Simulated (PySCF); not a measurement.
GeN⁻ at RHF

Computed with RHF; Ge aug-pcseg-1, N aug-pcseg-1; no relativity (PySCF 2.14).

For GeN⁻, the state is ¹Σ⁺ (singlet), closed shell and the bond length is 165.3 pm. The harmonic wavenumber is 1087 cm⁻¹, the force constant is 8.20 mdyn/Å and the rotational constant Be is 0.5239 cm⁻¹. The anharmonicity ωexe is 3.45 cm⁻¹, the vibration–rotation constant αe is 0.00266 cm⁻¹ and the HOMO–LUMO gap is 7.88 eV. The bond order (Mayer) is 2.32 and the dipole moment (positive dipole points towards N; it is taken about the centre of mass and depends on that origin) is -4.57 D.

Hartree–Fock leaves out correlation, which carries a large part of most bond energies and some tenths to 1 eV of ionisation energies.
